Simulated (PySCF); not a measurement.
One molecule, one basis, several functionals.

Compound: C2H9BSi.
Bonds: B1–C2, C2–C3, C3–Si4. Hydrogens: H5, H6 on B1; H7, H8 on C2; H9, H10 on C3; H11, H12, H13 on Si4.

Torsions of this conformer, `[BH2:1][CH2:2][CH2:3][SiH3:4]`: B1–C2–C3–Si4 74°.

PySCF, pcSseg-2 basis, density fitting, gas phase, PBE0-D3(BJ)/def2-SVP geometry. One functional is left out:

```json
{"functional": "B97-D", "exact exchange (%)": "0", "HOMO energy (eV)": "-7.20", "LUMO energy (eV)": "-2.13", "dipole moment (D)": "1.180"}
{"functional": "BLYP", "exact exchange (%)": "0", "HOMO energy (eV)": "-7.10", "LUMO energy (eV)": "-2.21", "dipole moment (D)": "1.176"}
{"functional": "BP86", "exact exchange (%)": "0", "HOMO energy (eV)": "-7.30", "LUMO energy (eV)": "-2.40", "dipole moment (D)": "1.208"}
{"functional": "LDA", "exact exchange (%)": "0", "HOMO energy (eV)": "-7.29", "LUMO energy (eV)": "-2.64", "dipole moment (D)": "1.238"}
{"functional": "OPBE", "exact exchange (%)": "0", "HOMO energy (eV)": "-7.18", "LUMO energy (eV)": "-2.12", "dipole moment (D)": "1.227"}
{"functional": "PBE", "exact exchange (%)": "0", "HOMO energy (eV)": "-7.21", "LUMO energy (eV)": "-2.36", "dipole moment (D)": "1.215"}
{"functional": "B97-2", "exact exchange (%)": "21", "HOMO energy (eV)": "-8.21", "LUMO energy (eV)": "-1.29", "dipole moment (D)": "1.148"}
{"functional": "PBE0", "exact exchange (%)": "25", "HOMO energy (eV)": "-8.45", "LUMO energy (eV)": "-1.33", "dipole moment (D)": "1.156"}
{"functional": "mPW1PW91", "exact exchange (%)": "25", "HOMO energy (eV)": "-8.48", "LUMO energy (eV)": "-1.31", "dipole moment (D)": "1.150"}
{"functional": "BHandHLYP", "exact exchange (%)": "50", "HOMO energy (eV)": "-9.63", "LUMO energy (eV)": "-0.29", "dipole moment (D)": "1.065"}
```

Predict the row of B3LYP (20 % exact exchange) by straight lines through the other rows, and check it.

| property | line | computed | computed − line | B97-2 (21 %), for comparison |
| --- | --- | --- | --- | --- |
| HOMO energy (eV) | -8.19 | -8.26 | -0.07 | -8.21 |
| LUMO energy (eV) | -1.49 | -1.56 | -0.07 | -1.29 |
| dipole moment (D) | 1.155 | 1.129 | -0.026 | 1.148 |

Which of these properties follows the share of exact exchange most closely, and which least?

Most closely the HOMO energy, least the dipole moment; the correlations over the tabulated rows are HOMO energy -0.998, LUMO energy 0.976, dipole moment -0.921. The HOMO energy moves by -0.487 eV for every 10 %. Functionals with the same share still differ in their other parts: at 0 % BLYP and BP86 differ by 0.20 eV in it.
